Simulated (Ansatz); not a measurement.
AlFH$_{2}$OTe (`[OH][Al]([F])[TeH]`) from Hartree–Fock to CCSD(T)

```
atom   x (Å)   y (Å)   z (Å)
  O1   1.294  -0.541  -0.771
 Al2  -0.337  -0.147  -0.678
  F3  -1.259  -0.378  -2.017
 Te4  -1.521   0.775   1.337
  H5   1.919  -0.443  -0.056
  H6  -0.096   0.734   2.185
```

The species carries charge 0 and has multiplicity 1. Correlated methods include outer-core shells of Te, which these sets cover unevenly. Te: def2 effective core potential. All single points use the PBE0-D4/def2-TZVP geometry. It is one conformer, not always the lowest. Frozen core, restricted reference, the Gaussian-basis code of Ansatz.

```csv
basis,HF (Eh),MP2 corr.,CCSD corr.,(T),CCSD(T) total
def2-SVP,-684.32916,-0.55095,-0.57294,-0.01141,-684.91351
def2-TZVPP,-684.65711,-1.03037,-1.01475,-0.02887,-685.70073
def2-QZVPP,-684.67496,-1.24131,–,–,–
```
